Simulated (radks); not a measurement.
Results of a calculation; reference values are marked as such.
Q: Ionisation of Ba3+, [Kr] 4d10 5s2 5p5, to Ba4+, [Kr] 4d10 5s2 5p4, under several functionals. Scalar-relativistic Kohn-Sham, spin-polarised, spherical densities, finite nucleus; open shells are filled with parallel spins first (spin-orbit coupling, left out, can overturn this in heavy ions); a radial shooting solver on a logarithmic mesh with Libxc functionals. The NIST Atomic Spectra Database gives 47.0 eV (semi-empirical). Rank these functionals by the error of their Delta-SCF ionisation energy: Wu-Cohen GGA; LDA (Slater exchange, Perdew-Wang correlation); PBE; BP86; PBEsol; LDA (Slater exchange, Perdew-Zunger correlation); TASK exchange with Perdew-Wang LDA correlation; PW91.

A: From best to worst: PBE 47.235 eV (+0.235); PBEsol 47.296 eV (+0.296); PW91 47.338 eV (+0.338); Wu-Cohen GGA 47.352 eV (+0.352); BP86 47.407 eV (+0.407); LDA (Slater exchange, Perdew-Wang correlation) 47.602 eV (+0.602); LDA (Slater exchange, Perdew-Zunger correlation) 47.634 eV (+0.634); TASK exchange with Perdew-Wang LDA correlation 47.734 eV (+0.734). Open shells are spherical and high-spin; term and fine-structure splittings are not resolved. Spin-orbit splitting is averaged out at the scalar-relativistic level.
